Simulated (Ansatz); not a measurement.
`[CH3][GeH2][F]` + `O=CO` → `[CH3][GeH2][O]C=O` + H–F at 600 K and 1 bar (ligand exchange at a Ge–F bond).

Calculated with Ansatz (gas phase, PBE0-D4/def2-TZVP geometries, no zero-point term in ΔE). CCSD(T)/CBS is the MP2 limit (def2-TZVPP, def2-QZVPP) plus CCSD(T) − MP2 in def2-TZVPP, frozen cores. This one scheme is used for every species. For Ge outer-core shells are correlated without core-valence functions, which leaves a few kJ/mol of doubt a bond. Scalar relativity is left out up to krypton. Each species was taken in one conformer, which may not be the lowest.

```
            species  CCSD(T)/CBS energy (Eh)  H − E (kJ/mol)  S (J/(mol·K))
   `[CH3][GeH2][F]`              -2217.00316           188.8          369.8
             `O=CO`               -189.60296           117.0          286.2
`[CH3][GeH2][O]C=O`              -2306.20478           264.2          446.2
                H–F               -100.39570            42.3          194.0
```

H − E and S are ideal-gas, rigid-rotor, harmonic terms from PBE0-D4/def2-TZVP, for one conformer and one mirror image of each species. 1 Eh = 2625.50 kJ/mol, R = 8.31446 J/(mol·K).

**Question.** By hand: ΔE, ΔH, ΔS and ΔG.

**Answer.** ΔE = (-2306.20478) + (-100.39570) − (-2217.00316) − (-189.60296) = 0.00564 Eh = 14.8 kJ/mol. Δ(H − E) = 264.2 + 42.3 − 188.8 − 117.0 = 0.7, so ΔH = 15.5 kJ/mol. ΔS = 446.2 + 194.0 − 369.8 − 286.2 = -15.8 J/(mol·K). ΔG = 15.5 − 600 × (-15.8)/1000 = 25.0 kJ/mol.

**Question.** By hand: the equilibrium constant, and the temperature at which ΔG would vanish if ΔH and ΔS stayed fixed.

**Answer.** log₁₀ K = −ΔG/(RT ln 10) = -2.2. ΔH and −TΔS have one sign here, so there is no such temperature.

TΔS isn't small against ΔH here. A doubt of 5 kJ/mol in ΔE shifts log₁₀ K by 0.4 here. Other conformers and mirror images would add mixing entropy, several J/(mol·K) or more a flexible species. These are equilibria of isolated gas molecules and say nothing of rates. Largest T1 diagnostic: 0.016 (customary marks: 0.02 for closed shells, 0.045 for open ones).
